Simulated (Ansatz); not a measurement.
Calculated with Ansatz (gas phase, PBE0-D4/def2-TZVP geometries, no zero-point term in ΔE). CCSD(T)/CBS is the MP2 limit (def2-TZVPP, def2-QZVPP) plus CCSD(T) − MP2 in def2-TZVPP, frozen cores. This one scheme is used for every species. DFT in def2-TZVPP. Elements past krypton have def2 core potentials. For I outer-core shells are correlated without core-valence functions, which leaves a few kJ/mol of doubt a bond. One conformer a species, not always the lowest.

Consider the formal exchange of groups at the Al–F bond: `[F][AlH2]` + `O[SiH](I)CF` → `O[SiH]([AlH2])CF` + `FI`.

`[F][AlH2]`:

Z-matrix (Å, degrees):
```
Al
F 1 1.650
H 1 1.576 2 117.0
H 1 1.576 2 117.0 3 -179.9
```

`O[SiH](I)CF`:

```xyz
9

O     0.685   -1.602   -0.762
Si   -0.093   -0.681    0.337
I     1.240   -0.374    2.371
C    -0.423    1.082   -0.246
F    -1.194    1.073   -1.402
H     1.564   -1.347   -1.045
H    -1.334   -1.405    0.671
H     0.513    1.612   -0.453
H    -0.958    1.642    0.529
```

`O[SiH]([AlH2])CF`:

Cartesian coordinates in Å:
```
O -0.535 1.085 1.672
Si -0.590 0.052 0.376
Al -0.162 1.190 -1.786
C 0.612 -1.405 0.573
F 0.317 -2.175 1.691
H 0.147 1.756 1.680
H -1.959 -0.532 0.415
H -0.425 0.462 -3.174
H 0.388 2.685 -1.798
H 1.652 -1.066 0.665
H 0.555 -2.052 -0.313
```

`FI`:

```xyz
2

F    -0.443    0.828   -0.160
I     0.443   -0.828    0.160
```

```tsv
level	ΔE (kJ/mol)
PBE-D4	427.0
HF/CBS(def2)	478.1
```

**Question.** What does CCSD(T)/CBS give? (Estimate.)

**Answer.** The calculation gave: +466.1 kJ/mol. The listed levels differ from it by -39.1, 12.0 kJ/mol.

Largest T1 diagnostic among the species: 0.012.

From PBE to PBE0 (25 % exact exchange), in def2-TZVPP and without D4, ΔE moves by +22.5 kJ/mol. The D4 term adds +3.7 kJ/mol with B3LYP and +1.8 kJ/mol with PBE0; it sums over pairs of atoms, weighted by their polarisabilities, and B3LYP, whose exchange is more repulsive, gets the larger term.

B3LYP here is the variant with VWN-RPA as its local correlation; programs differ in this.
